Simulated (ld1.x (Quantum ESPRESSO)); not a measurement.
Which setting gave this result? (V (Z = 23), PAW)

Base potential:

| Quantity | Value |
| --- | --- |
| Element | V |
| Generator | ld1.x (Quantum ESPRESSO) 7.5 |
| Type | PAW |
| Functional | revPBE |
| Relativity | scalar-relativistic |
| Frozen core | [Ne] 3s2 |
| Valence charge | 11 |
| Reference configuration | 3p6 3d3 4s0.5 4p0 (charge +1.5) |
| Partial waves | 4s (bound): rcut 2.10, rcutus 2.70 bohr; 4s channel at 3.65 Ry: rcut 2.10, rcutus 2.70 bohr; 3p (bound): rcut 1.35, rcutus 1.40 bohr; 4p (bound, empty): rcut 1.35, rcutus 1.40 bohr; 3d (bound): rcut 0.95, rcutus 1.30 bohr; 3d channel at -0.2 Ry: rcut 0.95, rcutus 1.30 bohr |
| Local potential | all-electron potential smoothed inside 1.15 bohr (lloc = -2) |
| Core correction | Bessel-smoothed model core inside 0.70 bohr |
| Augmentation charge | PSQ, inside the norm-conserving radii |

Cutoffs, loose and tight: the cutoffs (Ry, on a coarse ladder) from which the occupation-weighted sum of valence levels, in a spherical-Bessel basis at the reference potential, stays within 10 and 1 mRy of its value at 400 Ry. They do not see the model core or the augmentation charge, which bear on the density cutoff. Test errors are all-electron minus pseudo excitation energies from the reference, over the configurations 3p6 3d3 4s2 4p0; 3p6 3d3 4s1 4p0; 3p6 3d3 4s0 4p0; 3p6 3d3.5 4s1.5 4p0; 3p6 3d4 4s0 4p0; 3p6 3d2 4s0 4p0; 3p5 3d3 4s2 4p0; variants that change the core or the reference have their own tests. The largest error is taken over the tests solved by every variant that gives reliable tests at all, those not shown here included: 3p6 3d3 4s0 4p0; 3p6 3d3 4s1 4p0; 3p6 3d3 4s2 4p0; 3p6 3d3.5 4s1.5 4p0; 3p6 3d4 4s0 4p0.

Only the scale of all radii but the core radius (base = 1) is moved (5 further runs of the sweep failed or gave no value and are left out):

| scale of all radii but the core radius (base = 1) | cutoff, loose | cutoff, tight | bound ghosts | largest test error (meV) |
| --- | --- | --- | --- | --- |
| 0.87 | 80 Ry | 140 Ry | s | test run stopped at test 1 of 7 (negative rho) |
| 0.98 | 60 Ry | 110 Ry | s | -97 |
| 1.03 | 55 Ry | 100 Ry | s | -125 |
| 1.4 | 30 Ry | 50 Ry | none | +56 |

Question: One more run gave cutoff, loose: 35 Ry; cutoff, tight: 50 Ry; bound ghosts: none; largest test error (meV): +36. Which value of the scale of all radii but the core radius (base = 1) was used?

Answer: 1.33. The loose cutoff moves one way along this sweep, from 80 Ry at 0.87 to 30 Ry at 1.4, which places the run between 1.03 and 1.4.
